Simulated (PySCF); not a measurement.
H3S2, charge +1, singlet, geometry from GFN2-xTB. Base run: CCSD/def2-SV(P) run with PySCF.

Input for PySCF:
```python
from pyscf import gto, scf, cc

mol = gto.Mole()
mol.atom = '''
    S     0.89863091   -0.20318323    0.56442505
    S    -0.81776582    0.18767189   -0.54542269
    H     1.70492471   -0.24812458   -0.50411846
    H    -1.33373201    1.21504808    0.18436999
    H    -1.66503405   -0.71874195    0.01571083
'''
mol.basis = 'def2-sv(p)'
mol.charge = 1
mol.verbose = 5
mol.build()

mf = scf.RHF(mol)
mf.kernel()

mycc = cc.CCSD(mf)
mycc.kernel()
print('E(CCSD) = %.10f' % mycc.e_tot)
```

Each row names what was changed in the base input (with any setting that the change needs).

```csv
change,ΔE vs base (mEh),MP2 correlation (Eh),CC correlation without the perturbative part (Eh),basis functions
base,0.000,-0.26413,-0.30127,42
cc.diis_space = 3,0.000,-0.26413,-0.30127,42
cc.diis_space = 10,0.000,-0.26413,-0.30127,42
cc.iterative_damping = 0.8,0.000,-0.26413,-0.30127,42
cc.direct = True,0.000,-0.26413,-0.30127,42
method = ccsd(t),-8.157,-0.26413,-0.30127,42
cc.conv_tol = 1e-5,0.000,-0.26413,-0.30127,42
frozen = 9,?,?,?,42
method = cisd,?,-,-,42
cart = on,?,?,?,?
```

Question: What belongs in the gaps?

Answer: 
- frozen = 9, ΔE vs base (mEh): 14.941
- frozen = 9, MP2 correlation (Eh): -0.24748
- frozen = 9, CC correlation without the perturbative part (Eh): -0.28633
- method = cisd, ΔE vs base (mEh): 27.434
- cart = on, ΔE vs base (mEh): -24.158
- cart = on, MP2 correlation (Eh): -0.27671
- cart = on, CC correlation without the perturbative part (Eh): -0.31350
- cart = on, basis functions: 44
